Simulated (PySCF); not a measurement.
C6H9F2 (doublet state).
Structure used (GFN2-xTB), in Å, numbered top down from 1:
```
atom  x, y, z in Å
C1     2.6658   -0.7487    0.3738
C2     1.6665    0.1935    0.8460
C3     0.4387    0.5772    0.7191
C4    -0.5977   -0.0266   -0.2329
C5    -1.7893   -0.5790    0.5440
C6    -1.0432    1.0552   -1.2137
F7    -1.8700    0.5400   -2.1622
F8    -1.7491    2.0321   -0.5957
H9     2.2640   -1.4243   -0.3929
H10    3.5125   -0.2114   -0.0543
H11    3.0300   -1.3559    1.2029
H12    0.0385    1.3909    1.3125
H13   -0.1308   -0.8195   -0.8243
H14   -2.5253   -0.9927   -0.1430
H15   -1.4592   -1.3632    1.2206
H16   -2.2596    0.2111    1.1254
H17   -0.1988    1.5332   -1.7352
```

The hyperfine couplings belong to this conformer and change with its torsions.

The species is `C/[C]=C\[C@@H](C)C(F)F` [radical].

The calculation used UKS B3LYP, pcH-1 on C F H, non-relativistic, mean-field spin-orbit, GIAO in PySCF 2.14.0. Geometry: GFN2-xTB, one conformer, isolated molecule. Couplings are sensitive to structure, and on GFN2-xTB geometries they can be far from those on DFT ones. No stability test was run, so a lower SCF solution isn't excluded.

(1) Give the principal g shifts and their parts.

(2) What are the electron Larmor frequencies g μB B/h along the three axes at 3350 mT?

(3) At 9.341 GHz, how far is the centre of the isotropic spectrum from where a free electron (g = 2.002319) resonates?

(4) Average each term over the three axes. Which is largest in size?

(5) In a frozen sample, at which fields do the three g values resonate at 9.5, 34, 94 and 263 GHz (hyperfine left aside), and which band first spreads them over more than twice a line width of 0.3 mT?

Answers

(1) 
```tsv
Δg (ppm)	1	2	3
relativistic mass correction	-154	-154	-154
gauge correction	38	1	-5
orbital Zeeman/spin–orbit	-594	-11	721
total	-710	-164	562
```

So g = 2.00161, 2.00216, 2.00288 and g_iso = 2.00222; the tensor is rhombic: the two nearest values differ by 43 % of g3 − g1. 

(2) 93.8503, 93.8759, 93.9100 GHz for g1, g2 and g3, a range of 59.7 MHz.

(3) B = hν/(g μB) with μB/h = 13.99624 MHz/mT gives 333.31 mT for the free electron and 333.33 mT at g_iso, 0.02 mT higher.

(4) The mass correction -154, the orbital-Zeeman/spin–orbit term 39 and the gauge correction 11 ppm, for a total of -104 ppm. The mass correction is the largest in size. The mass correction is the same along every axis, so the anisotropy comes from the other two: their spans along these axes are 43 (gauge) and 1315 ppm (orbital Zeeman/spin–orbit).

(5) 
| band | GHz | B(g3) mT | B(g2) mT | B(g1) mT | spread mT |
| --- | --- | --- | --- | --- | --- |
| X | 9.5 | 338.89 | 339.01 | 339.10 | 0.22 |
| Q | 34.0 | 1212.86 | 1213.30 | 1213.64 | 0.77 |
| W | 94.0 | 3353.21 | 3354.43 | 3355.34 | 2.13 |
| J | 263.0 | 9381.86 | 9385.26 | 9387.83 | 5.97 |

The spread grows in proportion to the frequency. Q band is the first where it exceeds 0.6 mT.

Largest spin populations (Mulliken): C2 (+1.00), C3 (-0.16), C4 (+0.08) and H9 (+0.07). No atom but C2 exceeds +0.15. The positive populations add up to 1.22 and the negative ones to -0.22, together 2S = 1.

The HOMO–LUMO gaps are 6.19 eV among the α and 5.28 eV among the β orbitals.

Time: 79 s of wall time (with the writing of density and orbital grids); peak memory 0.97 GiB. Hardware: one thread, Arm Neoverse V1 (aarch64), shared host with 32 logical CPUs at a one-minute load of 9.1.
